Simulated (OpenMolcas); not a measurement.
Ne4+: effect of the active space

- Program: OpenMolcas 26.06
- Method: SS-CASPT2 or its RAS form, IPEA 0.25 Eh, imaginary shift 0.1 Eh
- Basis: ANO-R3
- Scalar Hamiltonian: X2C, finite nucleus
- Spin-orbit coupling: state interaction with AMFI integrals over the reference wave functions, term energies averaged over their components

A. 2 electrons in 3 orbitals (2p); 2S+1 = 3 even, 3 roots; 2S+1 = 1 even, 6 roots; closed shells correlated: 1s 2s; CASPT2 step of the order of 0.6 core-seconds
B. 4 electrons in 4 orbitals (2s 2p); 2S+1 = 3 even, 3 roots; 2S+1 = 1 even, 6 roots; 2S+1 = 5 odd, 1 root; 2S+1 = 3 odd, 9 roots; 2S+1 = 1 odd, 8 roots; closed shells correlated: 1s; CASPT2 step of the order of 1.8 core-seconds
C. 4 electrons in 8 orbitals (2s 2p 3s 3p); 2S+1 = 3 even, 3 roots; 2S+1 = 1 even, 6 roots; 2S+1 = 5 odd, 1 root; 2S+1 = 3 odd, 9 roots; 2S+1 = 1 odd, 8 roots; closed shells correlated: 1s; CASPT2 step of the order of 8 core-seconds
D. 2 electrons in 9 orbitals (RAS2 2p; RAS3 3s 3d, at most 1 electron); 2S+1 = 3 even, 3 roots; 2S+1 = 1 even, 6 roots; closed shells correlated: 1s 2s; CASPT2 step roughly 1.4 core-seconds

Energies in cm⁻¹ above 2s² 2p² ³P₀, the measured ground level; measured values from NIST levels in Podobedova, Fuhr, Reader and Wiese, J. Phys. Chem. Ref. Data 33, 525 (2004).

```
      Level      A      B      C      D  Measured
2s² 2p² ³P₀    0.0    0.0    0.0    0.0       0.0
2s² 2p² ³P₁    402    389    391    401       412
2s² 2p² ³P₂   1162   1123   1128   1161      1110
2s² 2p² ¹D₂  31050  30840  31060  31080     30292
2s² 2p² ¹S₀  69170  64070  64380  71620     63914
```

Deviations, from unrounded energies. A percentage is the sum of absolute deviations over the sum of measured energies, with the sign that they share, or ± where signs differ.

```tsv
Against measurement	Levels	A	B	C	D
mean absolute deviation (cm-1)	4	1500	190	320	2100
fine structure of the ground term (%)	2	±4.1	±2.4	±2.6	±4.1
other terms of the ground configuration (%)	2	+6.4	+0.8	+1.3	+9.0
```

B lies closest to measurement on these levels and D furthest from it. The largest miss of B in the table is 2s² 2p² ¹D₂, by +550 cm-1. The ranking rests on the paired levels alone, and a cruder setting can come out closer through cancelling errors.

Among A to D the level of the table that moves most is 2s² 2p² ¹S₀, by 7600 cm-1 (lowest in B, highest in D). Moves below CASPT2's spread within the term are not significant.

Term energies are means over components that CASPT2 splits; among the terms shown or strongly mixed into the levels shown the widest spread is 73 cm-1 (2s² 2p² ¹D, D). With the s shell closed, the reference lacks s² → p² mixing (holds for A; D). Active for correlation alone: 3p 3s; no level in the range computed is led by a configuration that fills them, so any true level of that kind is missing (holds for C). Computed and measured levels are paired by configuration, term and J; levels that our copy of the source lacks, or whose pairing is in doubt (as where it misses far off the trend of its configuration), stay unpaired and out of the deviations. Levels of configurations outside the active space are missing. The table leaves out levels that lie high or whose names do not pair safely across all columns.
